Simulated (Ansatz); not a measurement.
Ligand exchange: InH2I + GaH2(SH) → InH2(SH) + GaH2I

Species: InH2I `[InH2][I]`, singlet; GaH2(SH), singlet; InH2(SH), singlet; GaH2I `[GaH2][I]`, singlet. The partners trade I for SH: In–I and Ga–SH bonds give way to In–SH and Ga–I.

Shapes, held fixed at every level: PBE0-D4/def2-TZVP. Programs: Ansatz 0.2.0. The zero-point and thermal change to 298 K, harmonic and unscaled (PBE0-D4/def2-TZVP), is -0.6 kJ/mol.

Question: Estimate ΔH(298 K) of this reaction.

Answer: The highest level, CCSD(T)/def2-TZVPP, gives ΔH(298 K) = +14.9 kJ/mol; the levels span +14.9 to +22.4. The column of differences is taken from that level and isn't an error. No measured value is set beside it here. For atoms past krypton def2 sets carry core potentials with scalar relativity. Relativity is left out for Ga unless named. Correlated rows may include outer-core shells of Ga, I, In, which these sets cover unevenly.

```tsv
level	kind	ΔH(298 K) (kJ/mol)	less CCSD(T)/def2-TZVPP
HF/def2-SVP	Hartree–Fock	+21.5	+6.6
r2SCAN-D4/def2-TZVPP	meta-GGA	+17.4	+2.5
B3LYP-D4/def2-TZVPP	global hybrid	+16.4	+1.5
r2SCAN0-D4/def2-TZVPP	global hybrid	+17.7	+2.8
B2PLYP/def2-TZVPP	double hybrid	+16.4	+1.5
MP2/def2-SVP	perturbation theory	+22.4	+7.5
CCSD/def2-TZVPP	coupled cluster or CI	+15.4	+0.5
CCSD(T)/def2-TZVPP	coupled cluster or CI	+14.9	0.0
```
